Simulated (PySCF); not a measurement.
## Bond curve of SmS

Set-up: PySCF, spin-free X2C with a Gaussian nucleus, basis sets Sm x2c-SVPall, S x2c-SVPall. Energies in eV from Sm (4f6 6s2) + S in their ground configurations at the same level. All curves are PBE0. state 1: septet, about 6.0 electrons in the 4f shell (Mulliken), real f orbitals that mix terms; state 2: septet, about 5.4 electrons in the 4f shell (Mulliken), real f orbitals that mix terms, a second solution, started from another occupation; state 3: Ms = 2 determinant of mixed spin, about 5.5 electrons in the 4f shell (Mulliken), real f orbitals that mix terms, a second solution, started from another occupation.

```csv
R (Å),state 1,state 2,state 3
2.061,-2.872,-2.319,-2.167
2.157,-3.577,-2.879,-2.699
2.253,-3.971,-3.122,-2.929
2.325,-4.113,-3.156,-2.961
2.397,-4.154,-3.104,-2.912
2.469,-4.116,-2.992,-2.810
2.565,-3.971,-2.786,-2.629
2.685,-3.685,-2.483,-2.375
2.829,-3.254,-2.092,-2.076
3.020,-2.643,-1.537,-1.708
```

Task: Put a parabola through the three lowest points of the state 1 curve and estimate Re, k and ωe (reduced mass 26.41 u; 1 eV/Å² = 0.16022 mdyn/Å; ωe = 1302.8·√(k/μ) cm⁻¹).

Result: Through R = 2.325, 2.397, 2.469 Å the second-order coefficient is 7.62 eV/Å², so Re ≈ 2.398 Å, k ≈ 2.44 mdyn/Å and ωe ≈ 396 cm⁻¹. A polynomial fit of higher order to the unrounded PBE0 energies gives Re = 2.395 Å, k = 2.47 mdyn/Å, ωe = 398 cm⁻¹; anharmonicity and rounding make the difference.

The higher-order fit for each curve: state 1: Re = 2.395 Å, ωe = 398 cm⁻¹, De = 4.15 eV; state 2: Re = 2.314 Å, ωe = 427 cm⁻¹, minimum 3.16 eV below the ground-state fragments; state 3: Re = 2.313 Å, ωe = 413 cm⁻¹, minimum 2.96 eV below the ground-state fragments.

⟨S²⟩ of the unrestricted solution departs from its pure value on part of the curve, where spin states mix. Spin–orbit coupling is left out, which matters for elements this heavy, above all for dissociation energies. The state is the lowest single determinant that the PBE0 search found; with open d or f shells the true ground state can be another one.
